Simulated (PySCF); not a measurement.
Compound: C4HCl3FO (doublet state).
Geometry (GFN2-xTB, Å), atoms numbered from 1 in this order:
```xyz
10
C4HCl3FO angstrom
O      0.388    2.727   -0.277
C      0.306    1.578   -0.158
C      0.240    0.248   -0.019
C      1.354   -0.575    0.190
F      2.581   -0.041    0.256
C     -1.120   -0.381   -0.066
Cl    -2.338    0.849   -0.487
Cl    -1.176   -1.682   -1.278
Cl    -1.541   -1.077    1.521
H      1.315   -1.642    0.295
```

The hyperfine couplings belong to this conformer and change with its torsions.

The species is `ClC(Cl)(Cl)C([CH]F)=C=O` [radical].

Method used: PySCF 2.14.0, UKS B3LYP, pcH-1 on C Cl F H O, non-relativistic, mean-field spin-orbit, GIAO. Isolated species at its GFN2-xTB geometry (one conformer only). Couplings are sensitive to structure, and on GFN2-xTB geometries they can be far from those on DFT ones. No stability test was run, so a lower SCF solution isn't excluded.

(1) What is the g tensor, term by term?

(2) What are the electron Larmor frequencies g μB B/h along the three axes at 1200 mT?

(3) What effective moment and Curie constant follow for a powder?

(4) Average each term over the three axes. Which is largest in size?

(5) In a frozen sample, at which fields do the three g values resonate at 9.5, 34, 94 and 263 GHz (hyperfine left aside), and which band first spreads them over more than twice a line width of 0.5 mT?

Answers

(1) 
```csv
Δg (ppm),1,2,3
relativistic mass correction,-219,-219,-219
gauge correction,50,0,46
orbital Zeeman/spin–orbit,-812,1119,2468
total,-980,900,2295
```

So g = 2.00134, 2.00322, 2.00461 and g_iso = 2.00306; the tensor is rhombic: the two nearest values differ by 43 % of g3 − g1. Axes: g1 points within 15° of the O1–C2 bond.

(2) 33.6135, 33.6451, 33.6685 GHz for g1, g2 and g3, a range of 55.0 MHz.

(3) With the mean of g² = 4.0122 and S(S+1) = 0.75: μ_eff = √(⟨g²⟩S(S+1)) = 1.735 μB and χT = 0.12505·⟨g²⟩·S(S+1) = 0.376 cm³ K/mol (cgs; spin-Hamiltonian part alone).

(4) The orbital-Zeeman/spin–orbit term 925, the mass correction -219 and the gauge correction 32 ppm, for a total of 739 ppm. The orbital-Zeeman/spin–orbit term is the largest in size. The mass correction is the same along every axis, so the anisotropy comes from the other two: their spans along these axes are 51 (gauge) and 3279 ppm (orbital Zeeman/spin–orbit).

(5) 
```csv
band,GHz,B(g3) mT,B(g2) mT,B(g1) mT,spread mT
X,9.5,338.60,338.83,339.15,0.55
Q,34.0,1211.82,1212.66,1213.80,1.98
W,94.0,3350.31,3352.65,3355.80,5.48
J,263.0,9373.75,9380.28,9389.09,15.34
```

The spread grows in proportion to the frequency. Q band is the first where it exceeds 1.0 mT.

Largest spin populations (Mulliken): C4 (+0.78), C2 (+0.24), C3 (-0.14) and O1 (+0.10). The positive populations add up to 1.18 and the negative ones to -0.18, together 2S = 1. The angles at C4 add up to 360.0°, so it is planar; its axial dipolar tensor and the negative coupling of its proton fit spin in a p orbital normal to that plane.

The HOMO–LUMO gaps are 2.66 eV among the α and 5.76 eV among the β orbitals.

The run took 1.7 min of wall time (with the writing of density and orbital grids) on one thread of an Arm Neoverse V1, no GPU, shared host, and the process peaked at 0.96 GiB of memory.
